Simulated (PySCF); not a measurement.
**Two-component Hartree-Fock for Lu+ (lutetium, charge +1)**

Start: [Xe] 4f14 6s2. Calculated with PySCF 2.14 in x2c-TZVPall-2c (11s11p10d2f1g, 117 functions): generalised Hartree-Fock with the X2C-1e Hamiltonian and a Gaussian nucleus; one run each with spin-orbit coupling (SO) switched off, then screened by Boettger's factors.

```csv
spinor shell,electrons,"ε, spin-free (eV)","ε, screened SO (eV)",weight of nominal j (screened SO),"rms radius, screened SO (bohr)"
1s1/2,2,-63658.5,-63641.8,1.000,0.0219
2s1/2,2,-10978.7,-10973.6,1.000,0.0884
2p1/2,2,-9659.3,-10454.4,1.000,0.0754
2p3/2,4,-9659.3,-9331.5,1.000,0.0825
3s1/2,2,-2553.0,-2551.4,1.000,0.227
3p1/2,2,-2149.9,-2321.9,1.000,0.218
3p3/2,4,-2149.9,-2077.9,1.000,0.232
3d3/2,4,-1661.9,-1692.8,1.000,0.206
3d5/2,6,-1661.9,-1640.0,1.000,0.210
4s1/2,2,-544.78,-544.34,1.000,0.509
4p1/2,2,-410.03,-449.49,1.000,0.520
4p3/2,4,-410.03,-393.50,1.000,0.552
4d3/2,4,-230.91,-237.06,1.000,0.585
4d5/2,6,-230.91,-226.52,1.000,0.597
5s1/2,2,-82.650,-82.604,1.000,1.26
5p1/2,2,-47.836,-53.106,1.000,1.41
5p3/2,4,-47.836,-45.676,1.000,1.53
4f5/2,6,-31.461,-32.223,1.000,0.790
4f7/2,8,-31.461,-30.655,1.000,0.800
6s1/2,2,-12.776,-12.781,1.000,3.63
```

```
   quantity     spin-free   screened SO
E (hartree)  -14552.22946  -14566.66459
        M_J             0             0
       ⟨J²⟩         0.000         0.000
       ⟨L²⟩         0.000         0.108
       ⟨S²⟩         0.000         0.108
```

Breit and QED terms are absent; they matter most for the inner s and p1/2 levels.

Densities and radii are taken from the X2C orbitals without a picture-change correction, which distorts them close to the nucleus.

Without spin-orbit coupling the j labels of p, d and f shells carry no meaning; the spin-free column gives the mean over the occupied spinors of each nl shell.
